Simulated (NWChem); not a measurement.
System: TiNHClF; SMILES [NH]=[Ti]([F])[Cl]

Input file for NWChem:

```
start job
memory heap 200 mb stack 900 mb global 1100 mb
geometry units angstroms noautoz
  Ti    -0.023334    -0.355401     0.141842
  N     -1.422425    -1.028026    -0.458554
  H     -2.187238    -1.492150    -0.966338
  F      1.413398    -1.341233    -0.209211
  Cl     0.068816     1.881192     0.033214
end
basis spherical
  * library def2-svp
end
dft
  xc m06-l
  iterations 150
  mulliken
end
task dft gradient
```

Output (shortened):

```
             Northwest Computational Chemistry Package (NWChem) 7.3.0
             --------------------------------------------------------

 C1  symmetry detected

                             Geometry "geometry" -> ""
                             -------------------------

 Output coordinates in angstroms (scale by  1.889725989 to convert to a.u.)

  No.       Tag          Charge          X              Y              Z
 ---- ---------------- ---------- -------------- -------------- --------------
    1 Ti                  22.0000    -0.05102189    -0.39744301     0.22049141
    2 N                    7.0000    -1.53977544    -1.01904500    -0.18887299
    3 H                    1.0000    -2.37709684    -1.46812049    -0.58310475
    4 F                    9.0000     1.28363261    -1.49916223    -0.18474170
    5 Cl                  17.0000     0.16031253     1.81397892    -0.07546589

 Effective nuclear repulsion energy (a.u.)     261.4243736065

                                 NWChem DFT Module
                                 -----------------

 Summary of "ao basis" -> "ao basis" (spherical)
 ------------------------------------------------------------------------------
       Tag                 Description            Shells   Functions and Types
 ---------------- ------------------------------  ------  ---------------------
 Ti                         def2-svp                11       31   5s3p2d1f
 N                          def2-svp                 6       14   3s2p1d
 H                          def2-svp                 3        5   2s1p
 F                          def2-svp                 6       14   3s2p1d
 Cl                         def2-svp                 8       18   4s3p1d

            General Information
            -------------------
          SCF calculation type: DFT
          Wavefunction type:  closed shell.
          No. of atoms     :     5
          No. of electrons :    56
           Alpha electrons :    28
            Beta electrons :    28
          Charge           :     0
          Spin multiplicity:     1
          Use of symmetry is: off; symmetry adaption is: off
          Maximum number of iterations: 150
          AO basis - number of functions:    82
                     number of shells:    34
          Convergence on energy requested:  1.00D-06
          Convergence on density requested:  1.00D-05
          Convergence on gradient requested:  5.00D-04

              XC Information
              --------------
                        M06-L Method XC Functional
                         M06-L Exchange Functional  1.000
                       M06-L Correlation Potential  1.000

             Grid Information
             ----------------
          Grid used for XC integration:  medium
          Radial quadrature: Mura-Knowles
          Angular quadrature: Lebedev.
          Tag              B.-S. Rad. Rad. Pts. Rad. Cut. Ang. Pts.
          ---              ---------- --------- --------- ---------
          Ti                  1.40      112          10.0       590
          N                   0.65       49           9.0       434
          H                   0.35       45          11.0       434
          F                   0.50       49          10.0       434
          Cl                  1.00       88          11.0       590
          Grid pruning is: on
          Number of quadrature shells:   343
          Spatial weights used:  Erf1

      Superposition of Atomic Density Guess
      -------------------------------------

 Sum of atomic energies:       -1461.61803775

      Non-variational initial energy
      ------------------------------

 Total energy =   -1461.670667
 1-e energy   =   -2531.039413
 2-e energy   =     807.944372
 HOMO         =      -0.375539
 LUMO         =      -0.077246

     ---------------------------------------------
      Total Density - Mulliken Population Analysis
     ---------------------------------------------

    Atom       Charge   Shell Charges
 -----------   ------   -------------------------------------------------------
    1 Ti  22    19.35   2.00  2.00  2.00  0.23  0.00  6.00  6.00  0.25  0.39  0.43  0.05
    2 N    7     8.51   1.99  1.12  0.58  2.86  1.94  0.01
    3 H    1     0.77   0.59  0.13  0.04
    4 F    9     9.77   1.99  1.16  0.81  3.61  2.19  0.00
    5 Cl  17    17.60   2.00  1.99  1.23  0.72  5.94  2.24  3.48  0.01

   convergence    iter        energy       DeltaE   RMS-Dens  Diis-err
 ---------------- ----- ----------------- --------- --------- ---------
 d= 0,ls=0.0,diis     1  -1464.0206252468 -1.73D+03  6.28D-02  3.31D+00
 d= 0,ls=0.5,diis     2  -1444.0996367632  1.99D+01  1.68D-02  1.25D+02
 d= 0,ls=0.5,diis     3  -1450.8192846776 -6.72D+00  5.73D-03  1.14D+02
 d= 0,ls=0.5,diis     4  -1452.9770396254 -2.16D+00  9.28D-03  1.04D+02
 d= 0,ls=0.5,diis     5  -1456.6419597162 -3.66D+00  8.27D-03  7.55D+01
 d= 0,ls=0.5,diis     6  -1459.3539760845 -2.71D+00  6.05D-03  4.96D+01
 d= 0,ls=0.5,diis     7  -1460.9362365259 -1.58D+00  4.35D-03  3.33D+01
 d= 0,ls=0.5,diis     8  -1461.8097122311 -8.73D-01  4.13D-03  2.41D+01
 d= 0,ls=0.5,diis     9  -1462.5669616819 -7.57D-01  4.31D-03  1.64D+01
 d= 0,ls=0.5,diis    10  -1463.1696907217 -6.03D-01  4.92D-03  9.98D+00
 d= 0,ls=0.5,diis    11  -1463.7283135845 -5.59D-01  1.07D-02  4.68D+00
 d= 0,ls=0.5,diis    12  -1464.3170853678 -5.89D-01  7.17D-03  2.65D-01
 d= 0,ls=0.5,diis    13  -1464.4201657850 -1.03D-01  4.94D-03  1.39D-01
  Resetting Diis
 d= 0,ls=0.5,diis    14  -1464.4650528839 -4.49D-02  3.85D-03  1.76D-01
 d= 0,ls=0.5,diis    15  -1464.4953053847 -3.03D-02  5.58D-03  1.71D-01
 d= 0,ls=0.5,diis    16  -1464.5039304850 -8.63D-03  2.95D-03  3.25D-01
 d= 0,ls=0.5,diis    17  -1464.5437705962 -3.98D-02  2.34D-03  9.13D-02
 d= 0,ls=0.5,diis    18  -1464.5654837305 -2.17D-02  2.01D-03  2.55D-02
 d= 0,ls=0.5,diis    19  -1464.5784388835 -1.30D-02  1.72D-03  1.35D-02
 d= 0,ls=0.5,diis    20  -1464.5871486696 -8.71D-03  1.42D-03  1.08D-02
 d= 0,ls=0.5,diis    21  -1464.5926501179 -5.50D-03  1.09D-03  1.11D-02
 d= 0,ls=0.5,diis    22  -1464.5965198923 -3.87D-03  8.84D-04  7.66D-03
 d= 0,ls=0.5,diis    23  -1464.5991191831 -2.60D-03  7.18D-04  4.95D-03
 d= 0,ls=0.5,diis    24  -1464.6007958478 -1.68D-03  5.85D-04  3.91D-03
 d= 0,ls=0.5,diis    25  -1464.6019962909 -1.20D-03  4.80D-04  2.53D-03
 d= 0,ls=0.5,diis    26  -1464.6028057044 -8.09D-04  3.90D-04  1.56D-03
 d= 0,ls=0.5,diis    27  -1464.6033389619 -5.33D-04  3.19D-04  9.86D-04
 d= 0,ls=0.5,diis    28  -1464.6036962333 -3.57D-04  2.60D-04  5.89D-04
 d= 0,ls=0.5,diis    29  -1464.6039276934 -2.31D-04  2.13D-04  3.93D-04
 d= 0,ls=0.5,diis    30  -1464.6040849846 -1.57D-04  1.74D-04  2.38D-04
 d= 0,ls=0.5,diis    31  -1464.6041884279 -1.03D-04  1.41D-04  1.47D-04
 d= 0,ls=0.5,diis    32  -1464.6042562478 -6.78D-05  1.15D-04  9.56D-05
 d= 0,ls=0.5,diis    33  -1464.6043011381 -4.49D-05  9.42D-05  6.27D-05
 d= 0,ls=0.5,diis    34  -1464.6043312373 -3.01D-05  7.68D-05  3.91D-05
 d= 0,ls=0.5,diis    35  -1464.6043511375 -1.99D-05  6.26D-05  2.48D-05
 d= 0,ls=0.5,diis    36  -1464.6043642951 -1.32D-05  5.11D-05  1.60D-05
 d= 0,ls=0.5,diis    37  -1464.6043730317 -8.74D-06  4.16D-05  1.02D-05
 d= 0,ls=0.5,diis    38  -1464.6043788108 -5.78D-06  3.39D-05  6.68D-06
 d= 0,ls=0.5,diis    39  -1464.6043826425 -3.83D-06  2.77D-05  4.39D-06
 d= 0,ls=0.5,diis    40  -1464.6043851908 -2.55D-06  2.26D-05  2.89D-06
 d= 0,ls=0.5,diis    41  -1464.6043868836 -1.69D-06  1.84D-05  1.90D-06
 d= 0,ls=0.5,diis    42  -1464.6043880096 -1.13D-06  1.50D-05  1.26D-06
 d= 0,ls=0.5,diis    43  -1464.6043887581 -7.49D-07  1.22D-05  8.44D-07
 d= 0,ls=0.5,diis    44  -1464.6043892562 -4.98D-07  9.99D-06  5.69D-07

         Total DFT energy =    -1464.604389574139
      One electron energy =    -2535.302510103803
           Coulomb energy =      897.388248789207
    Exchange-Corr. energy =      -88.114501866034
 Nuclear repulsion energy =      261.424373606492

 Numeric. integr. density =       56.000003569034

                       DFT Final Molecular Orbital Analysis
                       ------------------------------------

 Vector   26  Occ=2.000000D+00  E=-2.898171D-01
              MO Center=  8.8D-03,  1.3D+00, -7.2D-02, r^2= 2.3D+00
   Bfn.  Coefficient  Atom+Function         Bfn.  Coefficient  Atom+Function
  ----- ------------  ---------------      ----- ------------  ---------------
    75      0.571361  5 Cl px                72      0.414705  5 Cl px
    69      0.243499  5 Cl px                36      0.141911  2 N  py
    15      0.120169  1 Ti d -2              39     -0.101034  2 N  py
    77     -0.092413  5 Cl pz                 9     -0.091016  1 Ti px
    12      0.090017  1 Ti px                18      0.090193  1 Ti d  1

 Vector   27  Occ=2.000000D+00  E=-2.659208D-01
              MO Center= -1.0D+00, -7.1D-01, -5.0D-02, r^2= 1.8D+00
   Bfn.  Coefficient  Atom+Function         Bfn.  Coefficient  Atom+Function
  ----- ------------  ---------------      ----- ------------  ---------------
    37      0.443703  2 N  pz                40     -0.341775  2 N  pz
    18     -0.309330  1 Ti d  1              35     -0.147900  2 N  px
    23     -0.136585  1 Ti d  1              16      0.127286  1 Ti d -1
    17      0.123427  1 Ti d  0              75      0.121756  5 Cl px
    38      0.114406  2 N  px                11      0.107501  1 Ti pz

[...]

                         DFT ENERGY GRADIENTS

    atom               coordinates                        gradient
                 x          y          z           x          y          z
   1 Ti     -0.096417  -0.751058   0.416668    0.006484   0.001448   0.002761
   2 N      -2.909754  -1.925716  -0.356918    0.001750   0.001775   0.001237
   3 H      -4.492062  -2.774345  -1.101908   -0.005232  -0.003143  -0.003050
   4 F       2.425714  -2.833006  -0.349111   -0.002364   0.000817  -0.000384
   5 Cl      0.302947   3.427923  -0.142610   -0.000639  -0.000898  -0.000564
```

Level: M06-L/def2-SVP. Structure relaxed at the PBE-D3(BJ)/def2-SVP level.
